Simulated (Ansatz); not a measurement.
```yaml
crystal:
  periodic: [false, false, false]
  atoms:
    - {symbol: N, position_ang: [-0.625841, -0.879633, 1.692918]}
    - {symbol: C, position_ang: [0.361184, 0.192413, 1.457979]}
    - {symbol: Al, position_ang: [0.551010, 0.640937, -0.462538]}
    - {symbol: O, position_ang: [1.597037, 1.826289, -1.097589]}
    - {symbol: Ga, position_ang: [-0.852979, -0.624989, -2.129927]}
    - {symbol: H, position_ang: [-1.544902, -0.616900, 1.357350]}
    - {symbol: H, position_ang: [-0.369312, -1.732084, 1.209326]}
    - {symbol: H, position_ang: [0.063881, 1.063088, 2.053774]}
    - {symbol: H, position_ang: [1.313534, -0.120656, 1.901268]}
    - {symbol: H, position_ang: [2.184684, 2.380004, -0.585889]}
    - {symbol: H, position_ang: [-2.294906, -0.156142, -2.582626]}
    - {symbol: H, position_ang: [-0.383409, -1.972337, -2.814038]}
basis:
  gaussian: {orbitals: aug-cc-pVDZ}
total_charge: -2
magnetization: {spin_polarized: true, initial_magnetization: 0}
hamiltonian: {xc: {name: BHLYP}, pseudopotentials: {relativity: none}}
accuracy: high
output: {forces: true}
```

```sh
$ ansatz run in.yaml --threads 4 --pin off --events-out ev --progress --plain --max-ram 10444MiB
```

It prints (some lines left out):

```
Functional definition: BHLYP
3860 factors; integrals over basis functions are off by at most 3.9e-9 eV
mean field evaluation 1: about -63653.1265 eV, gradient 1.9e1 eV
mean field evaluation 2: about -63654.0804 eV, gradient 1.6e1 eV
mean field evaluation 4: about -63657.3193 eV, gradient 3.5e0 eV
mean field evaluation 8: about -63657.7535 eV, gradient 5.8e-1 eV
mean field evaluation 16: about -63657.7849 eV, gradient 5.3e-2 eV
mean field evaluation 32: about -63657.7870 eV, gradient 1.4e-3 eV
mean field -63658.08248521 eV, -2339.3913823336 hartree, gradient 3.4e-8 eV, S^2 0.978724; 10 other end points of the search recorded, 0 dependent functions left out
reference -63658.08249859 eV, -2339.3913828252 hartree; 37, 37 occupied and 158, 158 virtual orbitals, 3860 factors
Total energy: -63658.08249859 eV, -2339.3913828252 hartree
Atom 0 at    -0.625841    -0.879633     1.692918 Å, force    -0.116873    -0.196408     0.561390 eV/Å
Atom 1 at     0.361184     0.192413     1.457979 Å, force     0.121493     0.099501     0.216762 eV/Å
Atom 2 at     0.551010     0.640937    -0.462538 Å, force    -0.764612    -0.735732    -0.557297 eV/Å
Atom 3 at     1.597037     1.826289    -1.097589 Å, force     0.815353     0.848133     0.096304 eV/Å
Atom 4 at    -0.852979    -0.624989    -2.129927 Å, force     0.100969     0.081655     0.202193 eV/Å
Atom 5 at    -1.544902    -0.616900     1.357350 Å, force     0.293879    -0.145185    -0.181448 eV/Å
Atom 6 at    -0.369312    -1.732084     1.209326 Å, force    -0.179902     0.305322    -0.121780 eV/Å
Atom 7 at     0.063881     1.063088     2.053774 Å, force     0.010867     0.002347     0.025897 eV/Å
Atom 8 at     1.313534    -0.120656     1.901268 Å, force     0.004802     0.007737     0.026046 eV/Å
Atom 9 at     2.184684     2.380004    -0.585889 Å, force    -0.187260    -0.185830    -0.088058 eV/Å
Atom 10 at    -2.294906    -0.156142    -2.582626 Å, force    -0.155188     0.060115    -0.077598 eV/Å
Atom 11 at    -0.383409    -1.972337    -2.814038 Å, force     0.056472    -0.141656    -0.102411 eV/Å
Dipole moment:    -1.749562    -1.748565    -0.757474 e Å
```

In this input the charge is far from anything that the molecule holds. The run converged. The result belongs to that input, not to the molecule as meant.
